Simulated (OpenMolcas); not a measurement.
**A ladder of methods for AlSiNH6O (SMILES O[SiH2][NH][AlH2])**

AlSiNH6O has 10 atoms, charge 0, and is taken as a singlet. As SMILES, `O[SiH2][NH][AlH2]`. The coordinates come from a PBE0-D4/def2-TZVP relaxation. This is one conformer, not always the lowest.

Each level gives the vertical energy of the triplet above the singlet (eV). The values are calculated.

| level | kind | program | value (eV) | less CCSD(T)/6-31G* | CPU time (all runs) |
| --- | --- | --- | --- | --- | --- |
| SVWN5/6-31G* (spherical functions) | LDA | OpenMolcas | 4.96 | -0.72 | 2.3 min |
| PBE/6-31G* (spherical functions) | GGA | OpenMolcas | 4.92 | -0.76 | 3.3 min |
| revPBE/6-31G* (spherical functions) | GGA | OpenMolcas | 4.93 | -0.75 | 2 min |
| M06-L/6-31G* (spherical functions) | meta-GGA | OpenMolcas | 5.41 | -0.27 | 3.3 min |
| TPSS/6-31G* (spherical functions) | meta-GGA | OpenMolcas | 5.11 | -0.57 | 3.9 min |
| r2SCAN/6-31G* (spherical functions) | meta-GGA | OpenMolcas | 5.12 | -0.56 | 4.1 min |
| B3LYP/6-31G* (Cartesian functions) | global hybrid | OpenMolcas | 5.41 | -0.27 | 2.5 min |
| CCSD(T)/6-31G* (spherical functions), open shells restricted | coupled cluster or CI | OpenMolcas | 5.68 | 0.00 | 96 s |

CCSD(T)/6-31G* (spherical functions), open shells restricted is the highest level here, not the true value. The values span 4.92 to 5.68 eV. A triplet this far above the singlet is often a Rydberg-like or dissociative state; sets without diffuse functions put Rydberg states too high. CPU times are rough (shared hosts, several kinds of processor and program).
